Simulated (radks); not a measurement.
The numbers below are computed, except where a source is named.
Initial-state core-level shifts of the copper ion Cu3+ when its valence configuration changes from [Ar] 3d8. Level of theory: non-relativistic Kohn-Sham, PBE, spin-polarised, spherical densities, point nucleus; open shells are filled with parallel spins first (a radial shooting solver on a logarithmic mesh with Libxc functionals). Shifts are changes of the shell-averaged eigenvalues in eV (positive: less bound); the change of the density at the nucleus, which sets a Mossbauer isomer shift, is in e/bohr^3, on a base of 1.664e+04.

valence	1s	2s	3s	3p	density at nucleus
3d7 4p1	-11.072	-12.157	-10.194	-9.988	+2.965
3d7 4s1	-9.804	-10.918	-8.908	-8.711	+16.361
3d6 4p2	-22.921	-25.276	-20.671	-20.256	+6.589
3d6 4s1 4p1	-21.743	-24.111	-19.474	-19.068	+21.510
3d4 4s2 4p2	-48.011	-53.371	-41.295	-40.513	+51.069
3d7.5 4p0.5	-5.432	-5.949	-5.050	-4.948	+1.396
3d5.5 4s1 4p1.5	-27.986	-31.042	-24.824	-24.317	+24.350
3d6 4s2	-20.758	-23.087	-18.500	-18.108	+35.156
3d5.5 4s0.5 4p2	-28.554	-31.607	-25.402	-24.891	+16.509
